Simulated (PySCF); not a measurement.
**Partial charges of `CCC[C@@H]1C[SiH2]N[SiH2]1`**

Species: C₅H₁₅NSi₂.
Geometry (GFN2-xTB, Å), atoms numbered from 1 in this order:
```xyz
23
C5H15NSi2 angstrom
C      3.476    0.024    0.009
C      2.063    0.591    0.082
C      1.018   -0.428   -0.370
C     -0.406    0.124   -0.405
C     -0.914    0.551    0.980
Si    -2.810    0.655    0.952
N     -3.052   -0.524   -0.297
Si    -1.663   -1.103   -1.151
H      3.566   -0.855    0.645
H      4.205    0.762    0.339
H      3.719   -0.268   -1.011
H      1.997    1.479   -0.552
H      1.855    0.900    1.108
H      1.055   -1.295    0.295
H      1.283   -0.778   -1.372
H     -0.396    1.017   -1.042
H     -0.452    1.489    1.290
H     -0.609   -0.201    1.712
H     -3.452    0.224    2.198
H     -3.316    1.973    0.545
H     -3.971   -0.859   -0.523
H     -1.825   -0.947   -2.600
H     -1.375   -2.505   -0.821
```

Density: PBE0/pcSseg-1 (PySCF); schemes: Mulliken, IAO, Hirshfeld and ESP-fitted. Isolated species at its GFN2-xTB geometry (one conformer only).

Q: What partial charge does each atom carry?

A: In e:

```
atom                      environment  Mulliken     IAO  Hirshfeld  ESP-fitted
  C1                    methyl carbon    -0.257  -0.416     -0.118      -0.473
  C2                 chain CH2 carbon    -0.269  -0.246     -0.066      +0.334
  C3                 chain CH2 carbon    -0.186  -0.242     -0.069      -0.292
  C4      sp3 carbon bound to silicon    -0.568  -0.366     -0.105      -0.006
  C5      sp3 carbon bound to silicon    -0.494  -0.541     -0.160      -0.339
 Si6                     SiH2 silicon    +0.805  +0.891     +0.371      +0.574
  N7  nitrogen bridging silicon atoms    -0.822  -0.940     -0.334      -0.838
 Si8                     SiH2 silicon    +0.822  +0.880     +0.364      +0.556
  H9                  methyl hydrogen    +0.107  +0.135     +0.038      +0.110
 H10                  methyl hydrogen    +0.114  +0.140     +0.040      +0.104
 H11                  methyl hydrogen    +0.106  +0.135     +0.037      +0.114
 H12               methylene hydrogen    +0.110  +0.126     +0.035      -0.039
 H13               methylene hydrogen    +0.121  +0.128     +0.035      -0.037
 H14               methylene hydrogen    +0.114  +0.123     +0.033      +0.080
 H15               methylene hydrogen    +0.118  +0.121     +0.034      +0.065
 H16                 methine hydrogen    +0.144  +0.135     +0.035      +0.053
 H17               methylene hydrogen    +0.150  +0.143     +0.036      +0.072
 H18               methylene hydrogen    +0.138  +0.141     +0.037      +0.118
 H19                    Si–H hydrogen    -0.115  -0.147     -0.087      -0.132
 H20                    Si–H hydrogen    -0.114  -0.158     -0.092      -0.133
 H21                     N–H hydrogen    +0.204  +0.262     +0.113      +0.386
 H22                    Si–H hydrogen    -0.111  -0.147     -0.088      -0.141
 H23                    Si–H hydrogen    -0.115  -0.156     -0.090      -0.134
```

Mean size of the charges over all atoms: IAO 0.292 e, Mulliken 0.265 e, ESP-fitted 0.223 e, Hirshfeld 0.105 e. Each set sums to the total charge, 0, to within 0.001 e. The Mulliken scheme counts on each atom the diagonal of the density matrix times the overlap matrix over that atom's basis functions. The IAO scheme counts the electrons in orthogonalised intrinsic atomic orbitals, a minimal basis polarised so that it spans the occupied orbitals exactly.

Lowest charge. All schemes agree: Mulliken N7 (-0.822); IAO N7 (-0.940); Hirshfeld N7 (-0.334); ESP-fitted N7 (-0.838).

Highest charge. The schemes don't all agree: Mulliken Si8 (+0.822); IAO Si6 (+0.891); Hirshfeld Si6 (+0.371); ESP-fitted Si6 (+0.574).

Q: How closely do the schemes follow one another over all atoms?

A: Correlation coefficient and root-mean-square difference: Mulliken with IAO 0.99, 0.069 e; IAO with Hirshfeld 0.99, 0.247 e; Mulliken with Hirshfeld 0.97, 0.221 e; Hirshfeld with ESP-fitted 0.88, 0.190 e; IAO with ESP-fitted 0.88, 0.189 e; Mulliken with ESP-fitted 0.82, 0.207 e.

Q: How many electrons does the Hirshfeld scheme count on C1?

A: Z − q = 6 − (-0.118) = 6.118.

The run behind these numbers computed NMR shieldings as well. Hardware: Arm Neoverse N1, one thread, shared host. Cost: 1.7 min (grids of density and orbitals included), 1.1 GiB resident at most.
